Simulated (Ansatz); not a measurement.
Complex (SMILES): N (NH3) with F (HF), atoms 1 to 4 the first; geometry from B3LYP-D3(BJ)/def2-TZVP, monomers rigid:
```xyz
6

N     -0.5698    -0.2403    -0.1194
H     -0.4344     0.5969    -0.6751
H     -0.4917     0.0187     0.8578
H      0.1864    -0.8813    -0.3329
F     -2.9138    -1.3411    -0.6221
H     -2.0588    -0.9396    -0.4388
```

Interaction energy at MP2 with Ansatz (an electronic-structure program), kcal/mol, without and with the counterpoise correction (monomers among the partner's ghost functions). Cartesian d functions, on some or all atoms, in 6-31G*; all else is spherical. Cores are frozen. No added dispersion term, no relativity. Reference, counterpoise-corrected: Hartree-Fock in aug-cc-pVQZ plus the correlation part extrapolated as X^-3 from aug-cc-pVTZ and aug-cc-pVQZ, -13.84.

| basis | functions | uncorrected | counterpoise | counterpoise correction | mean of both |
|---|---|---|---|---|---|
| STO-3G | 14 | -8.66 | -0.18 | 8.48 | -4.42 |
| pcseg-0 | 26 | -19.14 | -14.05 | 5.09 | -16.60 |
| 6-31G* | 38 | -14.93 | -12.59 | 2.33 | -13.76 |
| aug-cc-pVDZ | 82 | -14.02 | -12.49 | 1.53 | -13.26 |
| def2-TZVP | 86 | -14.36 | -12.84 | 1.53 | -13.60 |
| cc-pVTZ | 116 | -14.69 | -12.32 | 2.37 | -13.50 |
| def2-TZVPP | 118 | -14.05 | -12.71 | 1.35 | -13.38 |
| aug-cc-pVTZ | 184 | -13.98 | -13.31 | 0.67 | -13.64 |
| pcseg-3 | 252 | -14.09 | -13.50 | 0.59 | -13.79 |
| aug-cc-pVQZ | 344 | -14.05 | -13.61 | 0.44 | -13.83 |
| aug-pcseg-3 | 366 | -14.26 | -13.54 | 0.72 | -13.90 |
| cc-pV5Z | 402 | -13.93 | -13.56 | 0.37 | -13.75 |

The corrected value lies nearer the reference in 2 of 12 rows.
